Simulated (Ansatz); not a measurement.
`CN(C)B(N)N`, relaxed with RKS PBE0-D4/def2-TZVP in Ansatz 0.2.0 from a PBE-D4/def2-SVP geometry. The force threshold is 0.005 eV/Å; the program also tests the step.

The species carries charge 0 and has multiplicity 1.

Start:

```xyz
16

C     0.761   -1.591   -0.126
N     0.191   -0.287   -0.368
C     0.255    0.140   -1.745
B    -0.375    0.530    0.684
N    -1.207    1.658    0.348
N    -0.104    0.213    2.063
H     0.336   -2.358   -0.818
H     0.538   -1.924    0.906
H     1.871   -1.616   -0.270
H    -0.059    1.197   -1.836
H     1.295    0.072   -2.149
H    -0.387   -0.477   -2.423
H    -1.768    1.673   -0.502
H    -1.577    2.276    1.067
H     0.759   -0.247    2.347
H    -0.530    0.741    2.822
```

Question: How much energy does the relaxation release, and in how many steps? (An estimate is asked.)

Answer: The calculation gave: 0.07 eV, in 7 steps.

Question: Which bonds change most? (Best estimate.)

Answer: Computed: C1–H9 from 1.119 to 1.100 Å; C3–H11 from 1.118 to 1.099 Å; C3–H12 from 1.119 to 1.100 Å; C1–H7 from 1.117 to 1.099 Å.

Question: Give the relaxed structure. (An estimate is asked.)

Answer: Computed: 
```xyz
16

C     0.794   -1.562   -0.125
N     0.194   -0.278   -0.359
C     0.222    0.119   -1.739
B    -0.371    0.526    0.679
N    -1.187    1.655    0.356
N    -0.127    0.210    2.052
H     0.388   -2.315   -0.813
H     0.585   -1.907    0.888
H     1.885   -1.547   -0.270
H    -0.068    1.164   -1.846
H     1.234    0.020   -2.155
H    -0.445   -0.494   -2.364
H    -1.668    1.742   -0.519
H    -1.557    2.257    1.068
H     0.668   -0.323    2.352
H    -0.549    0.734    2.795
```
